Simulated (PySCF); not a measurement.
# Polarisability and C₆ of Tc²⁶⁺ (technetium, charge +26)

[Ne] 3s2 3p5, 2P determinant. Calculation: PySCF 2.14, in an even-tempered Gaussian basis (18 s from 3.1 bohr⁻², ratio 2.5; 12 p from 4.1 bohr⁻², ratio 2.5; 5 d from 20 bohr⁻², ratio 2.7; 4 f from 30 bohr⁻², ratio 2.7); the spin-free X2C one-electron Hamiltonian (Gaussian nucleus). Coupled (time-dependent) response in atomic units; α is the mean over directions.

```json
{"method": "UHF", "mean α (bohr³)": "0.01965", "α xx, yy, zz": "0.02980, 0.01458, 0.01458", "C₆ (like pair)": "0.002788", "S(−4)": "0.0004449"}
{"method": "PBE0", "mean α (bohr³)": "0.01981", "α xx, yy, zz": "0.02994, 0.01475, 0.01475", "C₆ (like pair)": "0.002794", "S(−4)": "0.0004872"}
```

S(−4) is the Cauchy moment in α(ω) = α(0) + S(−4) ω² + …

Spin-orbit coupling is absent.

α(iu) at PBE0:

```json
{"u (hartree)": "0", "α(iu) (bohr³)": "0.01981"}
{"u (hartree)": "0.900", "α(iu) (bohr³)": "0.01943"}
{"u (hartree)": "1.80", "α(iu) (bohr³)": "0.01845"}
{"u (hartree)": "3.60", "α(iu) (bohr³)": "0.01582"}
{"u (hartree)": "5.40", "α(iu) (bohr³)": "0.01332"}
{"u (hartree)": "7.20", "α(iu) (bohr³)": "0.01122"}
{"u (hartree)": "9.00", "α(iu) (bohr³)": "0.009527"}
{"u (hartree)": "13.5", "α(iu) (bohr³)": "0.006667"}
{"u (hartree)": "18.0", "α(iu) (bohr³)": "0.005036"}
{"u (hartree)": "27.0", "α(iu) (bohr³)": "0.003382"}
{"u (hartree)": "45.0", "α(iu) (bohr³)": "0.002093"}
```

For an ion, C₆ is the dispersion term alone; charge-induced terms of lower order in 1/R come first.

The components differ because the open shell of this determinant is not spherical; for a pure term their mean is the scalar polarisability.

Spin-orbit coupling, absent here, splits the open shell strongly.
